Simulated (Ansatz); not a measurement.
Consider the formal loss of a carbene: `CB(C)[SiH2]N` → `CB[SiH2]N` + `[CH2]` (triplet).

Calculated with Ansatz (gas phase, PBE0-D4/def2-TZVP geometries, no zero-point term in ΔE). CBS: MP2 limit from def2 TZ/QZ plus the TZ coupled-cluster correction, frozen cores. This one scheme is used for every species. DFT in def2-TZVPP. Triplets are unrestricted, without spin–orbit coupling. Each species was taken in one conformer, which may not be the lowest.

`CB(C)[SiH2]N`:

Cartesian coordinates in Å:
```
C -1.534 0.758 -0.263
B -0.016 0.428 -0.430
C 0.823 1.141 -1.539
Si 0.916 -0.901 0.788
N -0.025 -1.854 1.890
H -2.010 1.179 -1.153
H -1.565 1.551 0.504
H -2.142 -0.058 0.135
H 1.900 1.198 -1.361
H 0.697 0.510 -2.434
H 0.445 2.131 -1.816
H 1.678 -1.878 -0.049
H 1.917 -0.134 1.595
H -0.587 -1.397 2.590
H -0.496 -2.674 1.543
```

`CB[SiH2]N`:

Cartesian coordinates in Å:
```
C 0.509 1.374 -1.540
B 0.053 0.886 -0.136
Si -0.114 -1.063 0.338
N -0.904 -1.276 1.858
H 0.558 0.619 -2.326
H 1.522 1.783 -1.405
H -0.085 2.226 -1.888
H -0.138 1.727 0.704
H 1.275 -1.638 0.259
H -0.893 -1.813 -0.691
H -1.075 -2.198 2.225
H -0.707 -0.626 2.602
```

`[CH2]` (triplet):

Cartesian coordinates in Å:
```
C -0.157 0.064 -0.218
H -0.654 -0.605 0.467
H 0.810 0.541 -0.249
```

```
           level  ΔE (kJ/mol)
     LDA (SPW92)        560.5
          PBE-D4        491.7
         PBE0-D4        481.9
    CAM-B3LYP-D4        478.8
            BLYP        459.6
     HF/def2-SVP        333.1
    MP2/def2-SVP        472.2
CCSD(T)/def2-SVP        460.9
```

**Question.** What does CCSD(T)/CBS give? (Estimate.)

**Answer.** The calculation gave: +481.4 kJ/mol. The listed levels differ from it by 79.1, 10.3, 0.5, -2.6, -21.8, -148.3, -9.2, -20.5 kJ/mol.

Largest T1 diagnostic among the species: 0.011.

In def2-TZVPP, CCSD(T) changes the Hartree–Fock value by +144.6 kJ/mol (the triples alone add +12.4 kJ/mol) and MP2 by +158.9 kJ/mol. At CCSD(T), def2-SVP lies −20.5 kJ/mol from the extrapolated value and def2-TZVPP −11.7 kJ/mol. From PBE to PBE0 (25 % exact exchange), in def2-TZVPP and without D4, ΔE moves by −8.9 kJ/mol.
